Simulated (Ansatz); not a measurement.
`N[SiH](F)S` and `C[Te][SiH](N)F` differ in one atom or group.

Ansatz, PBE0-D4/def2-TZVP geometries, multiplicity 1. Each molecule was computed in one conformer, which needn't be the lowest.

Elements past krypton have def2 core potentials.

| property | `N[SiH](F)S` |
| --- | --- |
| LUMO energy (ωB97M-V/def2-TZVPP) / eV | 2.07 |
| HOMO–LUMO gap (PBE/def2-TZVPP) / eV | 5.89 |
| HOMO energy (PBE/def2-TZVPP) / eV | -6.41 |
| LUMO energy (PBE/def2-TZVPP) / eV | -0.52 |
| LUMO energy (PBE0/def2-TZVPP) / eV | 0.40 |
| HOMO energy (B3LYP/def2-TZVPP) / eV | -7.41 |

Task: Give the same properties after the change, and the shifts. (Estimate.)

Result: Computed: 
```json
{"property": "LUMO energy (ωB97M-V/def2-TZVPP) / eV", "`C[Te][SiH](N)F`": "1.11", "shift": "-0.96"}
{"property": "HOMO–LUMO gap (PBE/def2-TZVPP) / eV", "`C[Te][SiH](N)F`": "3.80", "shift": "-2.09"}
{"property": "HOMO energy (PBE/def2-TZVPP) / eV", "`C[Te][SiH](N)F`": "-5.26", "shift": "1.15"}
{"property": "LUMO energy (PBE/def2-TZVPP) / eV", "`C[Te][SiH](N)F`": "-1.46", "shift": "-0.94"}
{"property": "LUMO energy (PBE0/def2-TZVPP) / eV", "`C[Te][SiH](N)F`": "-0.64", "shift": "-1.04"}
{"property": "HOMO energy (B3LYP/def2-TZVPP) / eV", "`C[Te][SiH](N)F`": "-6.06", "shift": "1.35"}
```

With PBE0 the HOMO rises by 1.39 eV and the LUMO falls by 1.04 eV, so the gap narrows by about 2.43 eV. PBE moves the HOMO by 1.15 eV and ωB97M-V by 1.52 eV.

B3LYP here is the variant with VWN-RPA as its local correlation; programs differ in this.

Spin–orbit coupling is left out; it splits and shifts lone-pair levels of the heavy atoms by tenths of an eV.
